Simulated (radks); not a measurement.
Results of a calculation; reference values are marked as such.
Species: Cs4+. Configuration: [Kr] 4d10 5s2 5p3. Level of theory: scalar-relativistic Kohn-Sham, PBE, spin-unpolarised, spherical densities, finite nucleus; Fermi nuclear charge, rms radius 4.8041 fm (a radial shooting solver on a logarithmic mesh with Libxc functionals).

Local quantities along the radius. ELF = 1/(1 + alpha^2) is the electron localisation function; alpha = (tau - tau_W)/tau_unif compares the Pauli kinetic energy density with that of the uniform gas; r v_xc is r times the local exchange-correlation potential (hartree bohr). tau is taken from the large components.

r (bohr)	ELF	alpha	r v_xc
0.00122	0.999	0.02369	-0.1126
0.001628	0.999	0.02430	-0.1284
0.002171	0.999	0.02572	-0.1505
0.002895	0.999	0.02830	-0.1795
0.003862	0.999	0.03263	-0.2161
0.00511	0.998	0.03966	-0.2592
0.006815	0.997	0.05212	-0.3106
0.00909	0.994	0.07519	-0.3672
0.01212	0.985	0.1218	-0.4245
0.01617	0.951	0.2260	-0.4755
0.02157	0.816	0.4753	-0.5126
0.02876	0.501	0.9986	-0.5345
0.03836	0.320	1.456	-0.5581
0.05117	0.456	1.092	-0.6621
0.06825	0.703	0.6499	-0.8119
0.0903	0.730	0.6078	-0.8945
0.1204	0.465	1.073	-0.8891
0.1606	0.346	1.373	-0.9197
0.2142	0.652	0.7312	-1.139
0.2858	0.751	0.5762	-1.207
0.3811	0.343	1.385	-1.020
0.5083	0.308	1.499	-1.028
0.678	0.756	0.5679	-1.277
0.9043	0.644	0.7429	-1.202
1.206	0.294	1.549	-0.9776
1.609	0.464	1.075	-0.9486
2.128	0.708	0.6427	-0.8444
2.839	0.424	1.165	-0.5786
3.786	0.037	5.083	-0.4090
5.05	0.000	51.99	-0.1452

On this mesh the ELF has minima near r = 0.038, 0.14, 0.44, 1.2 bohr, which separate the shells, and maxima near 0.079 (0.75), 0.29 (0.75), 0.68 (0.76), 2.1 (0.71).
